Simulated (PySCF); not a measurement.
Two probes of the same atoms: core binding energy and nuclear shielding

Species: C₄H₇B.
Geometry (PBE0-D3(BJ)/def2-SVP, Å), atoms numbered from 1 in this order:
```
atom  x, y, z in Å
B1     2.5073   -0.0633   -0.3717
C2     1.0296   -0.0672   -0.7797
C3     0.0413    0.0081    0.1499
C4    -1.3792    0.0123   -0.1338
C5    -2.3205    0.0915    0.8201
H6     3.3984   -0.1282   -1.1878
H7     2.7905    0.0070    0.8050
H8     0.7212   -0.1310   -1.8317
H9     0.3236    0.0722    1.2092
H10   -1.6752   -0.0539   -1.1872
H11   -3.3857    0.0928    0.5771
H12   -2.0489    0.1584    1.8784
```

Binding energies: PySCF 2.14.0, delta-SCF UKS SCAN, pcX-2 on the ionised atom, pcseg-1 elsewhere, spin-free X2C. Shieldings: GIAO PBE0/pcSseg-1, non-relativistic, same geometry.

```csv
atom,isotropic shielding (ppm)
C2,37.8
C3,8.7
C4,36.6
C5,45.7
```

Q: What are the C 1s binding energies of these atoms?

A: 
```json
{"atom": "C2", "environment": "alkene CH carbon", "C 1s (eV)": "289.69", "isotropic shielding (ppm)": "37.8"}
{"atom": "C5", "environment": "terminal =CH2 carbon", "C 1s (eV)": "290.44", "isotropic shielding (ppm)": "45.7"}
{"atom": "C4", "environment": "alkene CH carbon", "C 1s (eV)": "291.00", "isotropic shielding (ppm)": "36.6"}
{"atom": "C3", "environment": "alkene CH carbon", "C 1s (eV)": "291.01", "isotropic shielding (ppm)": "8.7"}
```

By binding energy: C2 < C5 < C4 ≈ C3. By shielding: C3 < C4 < C2 < C5.

Spin contamination (⟨S²⟩ against 0.75 for a pure doublet) is marked for C 1s of C3 (0.97) and C 1s of C4 (0.92), which makes these values less certain. The structure is a single PBE0-D3(BJ)/def2-SVP conformer in the gas phase; no vibrational or solvent corrections.
